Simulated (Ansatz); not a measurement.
Two isomers of BFH4O2Si: A = `OB(F)O[SiH3]`, B = `OB(O)[SiH2]F`.

Program: Ansatz. Geometries: PBE0-D4/def2-TZVP. ΔE: electronic, gas phase. CCSD(T)/CBS adds triple-zeta CCSD(T) − MP2 to the extrapolated MP2 energy (def2 sets, frozen cores). Functionals use def2-TZVPP. B3LYP here is the variant with VWN-RPA as its local correlation; programs differ in this. One conformer a species, not always the lowest.

A:

```xyz
9

O     0.058    0.182   -1.753
B     0.919    0.489   -0.747
F     2.096    1.054   -1.023
O     0.607    0.231    0.539
Si   -0.732   -0.446    1.237
H     0.391    0.413   -2.623
H    -0.482   -0.459    2.696
H    -0.923   -1.831    0.740
H    -1.934    0.368    0.934
```

B:

```xyz
9

O     1.696   -0.573    0.327
B     0.592    0.230    0.370
O     0.665    1.385    1.073
Si   -1.143   -0.204   -0.604
F    -2.421    0.191    0.284
H     1.576   -1.395   -0.152
H     1.523    1.509    1.495
H    -1.251    0.521   -1.898
H    -1.237   -1.664   -0.895
```

(1) Which isomer does CCSD(T)/CBS put lower? Give the gap. (Best estimate.)

(2) Give E(B) − E(A) in kcal/mol with PBE0-D4, PBE-D4, CCSD(T)/def2-SVP, ωB97M-V, BLYP-D4, CCSD/def2-TZVPP, B3LYP. (Best estimate.)

(3) Does the order hold for the free energy at 298.15 K (harmonic terms from PBE0-D4)? (An estimate is asked.)

Largest T1 diagnostic: 0.013.

## Answers

(1) Ansatz gave: A, by 30.6 kcal/mol.

(2) Ansatz gave: PBE0-D4 28.9, PBE-D4 26.2, CCSD(T)/def2-SVP 35.9, ωB97M-V 31.5, BLYP-D4 28.8, CCSD/def2-TZVPP 32.4, B3LYP 30.8. None reverses the order clearly.

(3) The calculation gave: Yes: G(B) − G(A) = +31.5 kcal/mol, for one conformer each. Modes under 60 cm⁻¹, often nearly free rotors, make the harmonic entropy too high.

From r2SCAN to r2SCAN0 (25 % exact exchange), in def2-TZVPP and without D4, E(B) − E(A) moves by +1.5 kcal/mol. At CCSD(T), def2-SVP lies +5.3 kcal/mol from the extrapolated value and def2-TZVPP +0.9 kcal/mol.
